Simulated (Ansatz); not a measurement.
# Nudged elastic band run: BBrClHO

input.yaml

```yaml
crystal:
  periodic: [false, false, false]
  atoms:
    - { symbol: O, position_ang: [0.909073, 0.468376, 0.433328] }
    - { symbol: B, position_ang: [-0.184821, -0.231742, 0.115347] }
    - { symbol: Cl, position_ang: [-0.844777, -1.351731, 1.284211] }
    - { symbol: Br, position_ang: [-1.031835, -0.018665, -1.604719] }
    - { symbol: H, position_ang: [1.202259, 1.060061, -0.269567] }
basis:
  gaussian: { orbitals: def2-SVP }
hamiltonian:
  xc: pbe0
neb:
  order_check: false
  images: 8
  f_tol: 0.05
  max_iterations: 60
  climbing: false
  final_atoms:
    - { symbol: O, position_ang: [0.8305158, 0.70553828, -0.15004554] }
    - { symbol: B, position_ang: [-0.21641765, -0.12657412, -0.13864359] }
    - { symbol: Cl, position_ang: [-0.57680686, -1.13152337, 1.26713706] }
    - { symbol: Br, position_ang: [-1.32854816, -0.20991193, -1.68835498] }
    - { symbol: H, position_ang: [1.34115587, 0.68877013, 0.66850704] }
  initial_path:
    images:
      - { positions_ang: [[0.909073, 0.468376, 0.433328], [-0.184821, -0.231742, 0.115347], [-0.844777, -1.351731, 1.284211], [-1.031835, -0.018665, -1.604719], [1.202259, 1.060061, -0.269567]] }
      - { positions_ang: [[0.91792276, 0.53876801, 0.2961053], [-0.19820584, -0.20478967, 0.05265566], [-0.78648956, -1.30881784, 1.28991134], [-1.10906949, -0.06372119, -1.64018442], [1.22574113, 0.96485968, -0.03988789]] }
      - { positions_ang: [[0.92677252, 0.60916003, 0.15888261], [-0.21159069, -0.17783734, -0.01003567], [-0.72820212, -1.26590468, 1.29561167], [-1.18630397, -0.10877737, -1.67564984], [1.24922326, 0.86965837, 0.18979123]] }
      - { positions_ang: [[0.93562228, 0.67955204, 0.02165991], [-0.22497553, -0.15088501, -0.07272701], [-0.66991469, -1.22299152, 1.30131201], [-1.26353846, -0.15383356, -1.71111526], [1.27270539, 0.77445705, 0.41947034]] }
      - { positions_ang: [[0.94447204, 0.74994405, -0.11556278], [-0.23836037, -0.12393268, -0.13541834], [-0.61162725, -1.18007835, 1.30701235], [-1.34077294, -0.19888975, -1.74658068], [1.29618752, 0.67925573, 0.64914945]] }
      - { positions_ang: [[0.93574347, 0.77629542, -0.18038206], [-0.24187111, -0.11224736, -0.16363952], [-0.58185279, -1.15561084, 1.30511524], [-1.37374107, -0.22013941, -1.75587356], [1.3116205, 0.63800119, 0.7533799]] }
      - { positions_ang: [[0.90943655, 0.75860613, -0.17279793], [-0.23550775, -0.11582905, -0.15739053], [-0.58059131, -1.14958897, 1.2956207], [-1.36244284, -0.21758254, -1.73899392], [1.31900435, 0.65069342, 0.73216169]] }
      - { positions_ang: [[0.88312963, 0.74091685, -0.1652138], [-0.22914438, -0.11941074, -0.15114155], [-0.57932982, -1.1435671, 1.28612615], [-1.35114462, -0.21502567, -1.72211427], [1.32638819, 0.66338566, 0.71094347]] }
      - { positions_ang: [[0.85682272, 0.72322756, -0.15762967], [-0.22278102, -0.12299243, -0.14489257], [-0.57806834, -1.13754523, 1.27663161], [-1.33984639, -0.2124688, -1.70523463], [1.33377203, 0.67607789, 0.68972526]] }
      - { positions_ang: [[0.8305158, 0.70553828, -0.15004554], [-0.21641765, -0.12657412, -0.13864359], [-0.57680686, -1.13152337, 1.26713706], [-1.32854816, -0.20991193, -1.68835498], [1.34115587, 0.68877013, 0.66850704]] }
```

Launched with:

```bash
$ ansatz run input.yaml --threads 1 --pin off --max-ram 2048MiB --backend cpu --events-out ev --progress --plain --runs-dir out
```

Output, in part (warnings, iteration lines, the closing report on the highest movable image, with atoms numbered from 0):

```
NEB end point (image 0): max|allowed force component| = 8.316e-3 eV/Å (the criterion of neb.relax_end_points is 1.000e-2)
NEB end point (image 9): max|allowed force component| = 1.440e-2 eV/Å (the criterion of neb.relax_end_points is 1.000e-2)
NEB iter   1: max|band force component| = 2.559e2 eV/Å  barrier→ = 42.5729 eV  barrier← = 42.5645 eV  Δτ_max = 0.1514 Å  (255 SCF iters)
NEB iter   2: max|band force component| = 1.242e2 eV/Å  barrier→ = 19.9107 eV  barrier← = 19.9022 eV  Δτ_max = 0.1933 Å  (227 SCF iters)
NEB iter   3: max|band force component| = 6.042e1 eV/Å  barrier→ = 9.4851 eV  barrier← = 9.4766 eV  Δτ_max = 0.1825 Å  (233 SCF iters)
NEB iter   4: max|band force component| = 2.928e1 eV/Å  barrier→ = 4.1645 eV  barrier← = 4.1560 eV  Δτ_max = 0.1948 Å  (228 SCF iters)
NEB iter   5: max|band force component| = 1.081e1 eV/Å  barrier→ = 1.6101 eV  barrier← = 1.6016 eV  Δτ_max = 0.1940 Å  (247 SCF iters)
NEB iter   6: max|band force component| = 5.424e0 eV/Å  barrier→ = 0.7307 eV  barrier← = 0.7222 eV  Δτ_max = 0.0923 Å  (244 SCF iters)
NEB iter   7: max|band force component| = 3.262e0 eV/Å  barrier→ = 0.6912 eV  barrier← = 0.6827 eV  Δτ_max = 0.0510 Å  (238 SCF iters)
NEB iter   8: max|band force component| = 1.811e0 eV/Å  barrier→ = 0.6144 eV  barrier← = 0.6059 eV  Δτ_max = 0.0309 Å  (240 SCF iters)
NEB iter   9: max|band force component| = 8.622e-1 eV/Å  barrier→ = 0.5854 eV  barrier← = 0.5769 eV  Δτ_max = 0.0272 Å  (239 SCF iters)
NEB iter  10: max|band force component| = 6.051e-1 eV/Å  barrier→ = 0.5706 eV  barrier← = 0.5621 eV  Δτ_max = 0.0187 Å  (229 SCF iters)
NEB iter  11: max|band force component| = 3.118e-1 eV/Å  barrier→ = 0.5655 eV  barrier← = 0.5571 eV  Δτ_max = 0.0433 Å  (223 SCF iters)
NEB iter  12: max|band force component| = 3.330e-1 eV/Å  barrier→ = 0.5551 eV  barrier← = 0.5466 eV  Δτ_max = 0.0218 Å  (244 SCF iters)
NEB iter  13: max|band force component| = 3.320e-1 eV/Å  barrier→ = 0.5490 eV  barrier← = 0.5406 eV  Δτ_max = 0.0219 Å  (242 SCF iters)
NEB iter  14: max|band force component| = 3.108e-1 eV/Å  barrier→ = 0.5399 eV  barrier← = 0.5314 eV  Δτ_max = 0.0217 Å  (246 SCF iters)
NEB iter  15: max|band force component| = 2.312e-1 eV/Å  barrier→ = 0.5305 eV  barrier← = 0.5220 eV  Δτ_max = 0.0430 Å  (230 SCF iters)
NEB iter  16: max|band force component| = 3.626e-1 eV/Å  barrier→ = 0.5100 eV  barrier← = 0.5015 eV  Δτ_max = 0.0853 Å  (239 SCF iters)
NEB iter  17: max|band force component| = 4.557e-1 eV/Å  barrier→ = 0.4637 eV  barrier← = 0.4553 eV  Δτ_max = 0.0897 Å  (240 SCF iters)
NEB iter  18: max|band force component| = 3.292e-1 eV/Å  barrier→ = 0.4279 eV  barrier← = 0.4195 eV  Δτ_max = 0.0890 Å  (237 SCF iters)
NEB iter  19: max|band force component| = 1.573e-1 eV/Å  barrier→ = 0.4176 eV  barrier← = 0.4091 eV  Δτ_max = 0.0243 Å  (234 SCF iters)
NEB iter  20: max|band force component| = 1.269e-1 eV/Å  barrier→ = 0.4153 eV  barrier← = 0.4069 eV  Δτ_max = 0.1250 Å  (240 SCF iters)
NEB iter  21: max|band force component| = 9.292e-1 eV/Å  barrier→ = 0.5195 eV  barrier← = 0.5110 eV  Δτ_max = 0.0605 Å  (232 SCF iters)
NEB iter  22: max|band force component| = 4.519e-1 eV/Å  barrier→ = 0.4321 eV  barrier← = 0.4236 eV  Δτ_max = 0.1233 Å  (229 SCF iters)
NEB iter  23: max|band force component| = 6.380e-1 eV/Å  barrier→ = 0.4479 eV  barrier← = 0.4395 eV  Δτ_max = 0.0606 Å  (229 SCF iters)
NEB iter  24: max|band force component| = 1.012e-1 eV/Å  barrier→ = 0.4149 eV  barrier← = 0.4064 eV  Δτ_max = 0.0188 Å  (238 SCF iters)
NEB iter  25: max|band force component| = 1.142e-1 eV/Å  barrier→ = 0.4146 eV  barrier← = 0.4061 eV  Δτ_max = 0.0094 Å  (231 SCF iters)
NEB iter  26: max|band force component| = 1.505e-2 eV/Å  barrier→ = 0.4146 eV  barrier← = 0.4061 eV  Δτ_max = 0.0000 Å  (399 SCF iters)
Total energy: -85282.13968108 eV, -3134.0608269691 hartree
Atom 0 at     1.052463     0.303694    -0.033442 Å, force    -0.016790     0.060806    -0.144490 eV/Å
Atom 1 at    -0.170374    -0.245411    -0.067157 Å, force    -0.000245     0.008330    -0.017515 eV/Å
Atom 2 at    -0.807795    -1.208743     1.261562 Å, force     0.027260     0.064827     0.017706 eV/Å
Atom 3 at    -1.252920    -0.042931    -1.641096 Å, force    -0.031357    -0.056977    -0.032970 eV/Å
Atom 4 at     1.228525     1.119690     0.438733 Å, force     0.021132    -0.076986     0.177269 eV/Å
Dipole moment:     0.193828     0.352524     0.215202 e Å
```

It converged. No image climbed, so the highest image needn't sit at the top of the path.

Final band (atoms are numbered from 1 in the order of the input):

| image | path coordinate (Å) | energy (kcal/mol) | dihedral H5–O1–B2–Br4 (°) |
| --- | --- | --- | --- |
| 0 | 0.00 | 0.0 | 0 |
| 1 | 0.20 | 1.1 | 17 |
| 2 | 0.40 | 3.9 | 36 |
| 3 | 0.59 | 7.2 | 58 |
| 4 | 0.79 | 9.5 | 81 |
| 5 | 0.99 | 9.6 | 102 |
| 6 | 1.19 | 7.3 | 123 |
| 7 | 1.39 | 4.1 | 143 |
| 8 | 1.59 | 1.3 | 162 |
| 9 | 1.78 | 0.2 | -180 |

The run took 6.9 min on 1 CPU thread of a shared host.
